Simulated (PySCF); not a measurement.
Geometries of 3 isomers of H9NOSi3, from PBE0-D3(BJ)/def2-SVP geometry optimisation, gas phase in PySCF. One conformer each, no zero-point energy, no frequencies.

**Question.** Which isomer lies lowest at this level?
A.
```xyz
14
angstrom
O      1.983   -0.747   -1.216
Si     0.817   -1.404   -0.219
N     -0.303   -0.106    0.072
Si     0.336    1.535    0.003
Si    -2.012   -0.345    0.377
H      2.900   -0.873   -0.960
H      1.492   -1.892    1.025
H      0.100   -2.536   -0.868
H      1.646    1.621    0.715
H      0.502    2.038   -1.391
H     -0.656    2.407    0.705
H     -2.381    0.019    1.779
H     -2.326   -1.789    0.155
H     -2.836    0.494   -0.547
```
B.
```xyz
14
angstrom
N     -1.337   -1.857    0.116
Si    -0.462   -0.535   -0.614
Si    -1.241    1.645   -0.152
Si     1.733   -0.590    0.203
O      2.201    1.019    0.205
H     -1.323   -1.927    1.129
H     -2.270   -2.058   -0.229
H     -0.500   -0.736   -2.098
H     -2.706    1.759   -0.458
H     -1.064    1.959    1.301
H     -0.514    2.671   -0.961
H      2.670   -1.433   -0.609
H      1.739   -1.161    1.594
H      3.067    1.230    0.565
```
C.
```xyz
14
angstrom
N     -3.167    0.331    0.383
Si    -1.755   -0.628    0.719
Si     0.088    0.624   -0.011
O      1.489   -0.095    0.535
Si     3.109   -0.265    0.234
H     -4.083   -0.103    0.430
H     -3.211    1.278    0.742
H     -1.868   -1.892   -0.073
H     -1.544   -1.033    2.152
H      0.015    2.030    0.505
H      0.106    0.703   -1.508
H      3.326   -1.025   -1.034
H      3.767    1.072    0.110
H      3.721   -1.013    1.369
```

**Answer.** A. That is `O[SiH2]N([SiH3])[SiH3]`, 8.0 kcal/mol below the next.

```
                 SMILES                   atoms numbered as above       E (Eh)  relative (kcal/mol)  relative (kJ/mol)  dipole (D)
 O[SiH2]N([SiH3])[SiH3]     [OH:1][SiH2:2][N:3]([SiH3:4])[SiH3:5]  -1003.07654                  0.0                0.0        1.47
   N[SiH2][SiH2]O[SiH3]      [NH2:1][SiH2:2][SiH2:3][O:4][SiH3:5]  -1003.06383                  8.0               33.4        1.49
N[Si@@H]([SiH3])[SiH2]O  [NH2:1][Si@@H:2]([SiH3:3])[SiH2:4][OH:5]  -1003.03558                 25.7              107.5        1.42
```

As drawn, the highest has an N–H bond and an Si–Si bond, which the lowest lacks.
